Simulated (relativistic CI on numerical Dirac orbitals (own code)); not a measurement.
# Inner-shell lines of Rb²⁸⁺

Method of calculation: Dirac-Coulomb-Breit CI, separate exchange-only KLI orbitals for each configuration, a model potential for QED, valence Slater integrals scaled by 0.85 (own radial code, finite nucleus).

Configurations in the expansion: 1s2 2s2 2p5, 1s 2s2 2p6, 1s 2s2 2p5 3p, 1s2 2s 2p6, 1s 2s 2p6 3p. Levels of other configurations are missing.

The table holds the strongest lines. The upper levels have an inner-shell vacancy. Auger decay, open to those above the ionisation limit, is not computed, and radiative decays to configurations outside the model are missing too. Absolute energies can be off by a few tenths of a per cent, and at this charge the scaling can make term splittings too narrow, so close lines can change order. LS names give the leading component, which can be well under half, for lower levels too. Brackets number the levels in order of energy.

| λ (Å) | Upper | Lower | A (s⁻¹) | gA (s⁻¹) |
| --- | --- | --- | --- | --- |
| 0.924402 | 1s 2s2 2p6 2S_1/2 [4] | 1s2 2s2 2p5 2P°_1/2 [2] | 9.81e+14 | 1.96e+15 |
| 0.920112 | 1s 2s2 2p6 2S_1/2 [4] | 1s2 2s2 2p5 2P°_3/2 [1] | 1.89e+15 | 3.79e+15 |
| 0.806447 | 1s 2s 2p6 3p 4P°_3/2 [24] | 1s2 2s 2p6 2S_1/2 [3] | 8.41e+13 | 3.37e+14 |
| 0.805421 | 1s 2s 2p6 3p 2P°_3/2 [26] | 1s2 2s 2p6 2S_1/2 [3] | 2.06e+14 | 8.22e+14 |
| 0.805313 | 1s 2s 2p6 3p 2P°_1/2 [27] | 1s2 2s 2p6 2S_1/2 [3] | 2.69e+14 | 5.38e+14 |
| 0.805306 | 1s 2s2 2p5 3p 4S_3/2 [5] | 1s2 2s2 2p5 2P°_3/2 [1] | 2.31e+13 | 9.22e+13 |
| 0.805193 | 1s 2s2 2p5 3p 4D_5/2 [6] | 1s2 2s2 2p5 2P°_3/2 [1] | 1.06e+14 | 6.39e+14 |
| 0.804455 | 1s 2s2 2p5 3p 2D_3/2 [17] | 1s2 2s2 2p5 2P°_1/2 [2] | 1.03e+14 | 4.14e+14 |
| 0.804443 | 1s 2s2 2p5 3p 2S_1/2 [9] | 1s2 2s2 2p5 2P°_3/2 [1] | 1.35e+14 | 2.69e+14 |
| 0.804427 | 1s 2s 2p6 3p 2P°_1/2 [28] | 1s2 2s 2p6 2S_1/2 [3] | 1.24e+14 | 2.48e+14 |
| 0.804178 | 1s 2s2 2p5 3p 2P_3/2 [10] | 1s2 2s2 2p5 2P°_3/2 [1] | 2.57e+14 | 1.03e+15 |
| 0.804171 | 1s 2s2 2p5 3p 4P_5/2 [11] | 1s2 2s2 2p5 2P°_3/2 [1] | 1.25e+14 | 7.47e+14 |
| 0.80389 | 1s 2s2 2p5 3p 2P_1/2 [12] | 1s2 2s2 2p5 2P°_3/2 [1] | 2.58e+14 | 5.17e+14 |
| 0.803753 | 1s 2s2 2p5 3p 4P_3/2 [18] | 1s2 2s2 2p5 2P°_1/2 [2] | 3.36e+13 | 1.34e+14 |
| 0.803523 | 1s 2s 2p6 3p 2P°_3/2 [29] | 1s2 2s 2p6 2S_1/2 [3] | 1.21e+14 | 4.84e+14 |
| 0.803509 | 1s 2s2 2p5 3p 2D_5/2 [13] | 1s2 2s2 2p5 2P°_3/2 [1] | 1.88e+14 | 1.13e+15 |
| 0.803417 | 1s 2s2 2p5 3p 2P_1/2 [21] | 1s2 2s2 2p5 2P°_1/2 [2] | 3.50e+14 | 7.01e+14 |
| 0.803416 | 1s 2s2 2p5 3p 2P_3/2 [14] | 1s2 2s2 2p5 2P°_3/2 [1] | 1.41e+14 | 5.63e+14 |
| 0.803389 | 1s 2s2 2p5 3p 2D_3/2 [22] | 1s2 2s2 2p5 2P°_1/2 [2] | 2.81e+14 | 1.12e+15 |
| 0.802898 | 1s 2s2 2p5 3p 4P_1/2 [15] | 1s2 2s2 2p5 2P°_3/2 [1] | 4.71e+13 | 9.41e+13 |
